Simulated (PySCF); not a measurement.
PySCF job for Si(H)2(vinyl)(OH) (C2H6OSi), SMILES C=C[SiH2]O, IEF-PCM-M06-2X/def2-SVP. Geometry: ωB97X-D3(BJ)/def2-SVP. The values are those of a single conformer.

```python
import numpy as np
from pyscf import gto, scf, dft
from pyscf.solvent import pcm

mol = gto.M(
    atom='''
    Si    0.56256469   -0.17957320   -0.69283736
    O     1.06581364   -1.07442256    0.62737887
    C    -0.93129106    0.84728151   -0.23362814
    C    -1.54083251    0.69964497    0.94883902
    H     0.23880900   -1.16330845   -1.75956814
    H     1.64945032    0.72562774   -1.18032904
    H     1.47112176   -0.58314084    1.34881663
    H    -1.32785563    1.59168600   -0.93816869
    H    -1.18382670   -0.03513700    1.68088412
    H    -2.41737213    1.29211886    1.23779202
    ''',
    basis='def2-SVP',
    charge=0,
    spin=0,
    max_memory=1600,
    verbose=3,
)
mf = dft.RKS(mol, xc='m06-2x').density_fit(auxbasis='def2-universal-jkfit')
mf.grids.level = 4
mf.conv_tol = 1e-9
mf.max_cycle = 100
mf.kernel()
res = {}
for name, eps in {'water': 78.355, 'methanol': 32.613, 'diethylether': 4.24}.items():
    s = mf.PCM()
    s.with_solvent.method, s.with_solvent.eps, s.with_solvent.lebedev_order = 'IEF-PCM', eps, 29
    s.kernel(mf.make_rdm1())
    res[name] = (s.e_tot, eps, s.dip_moment(), s.mo_energy, s.converged)
    print(f'{name}: electrostatic solvation free energy {(s.e_tot - mf.e_tot) * 627.509474:.3f} kcal/mol')
```

Output:

```
converged SCF energy = -444.249875182698

WARN: PCM is an experimental feature. It is still in testing.
Features and APIs may be changed in the future.

converged SCF energy = -444.256960996889
Dipole moment(X, Y, Z, Debye): -0.03811,  1.74562,  1.02730
water: electrostatic solvation free energy -4.446 kcal/mol

WARN: PCM is an experimental feature. It is still in testing.
Features and APIs may be changed in the future.

converged SCF energy = -444.256740232461
Dipole moment(X, Y, Z, Debye): -0.03941,  1.73372,  1.01963
methanol: electrostatic solvation free energy -4.308 kcal/mol

WARN: PCM is an experimental feature. It is still in testing.
Features and APIs may be changed in the future.

converged SCF energy = -444.254584087819
Dipole moment(X, Y, Z, Debye): -0.04683,  1.62296,  0.94796
diethylether: electrostatic solvation free energy -2.955 kcal/mol
```

Self-consistency was reached.

Cost: roughly 90 core-seconds.
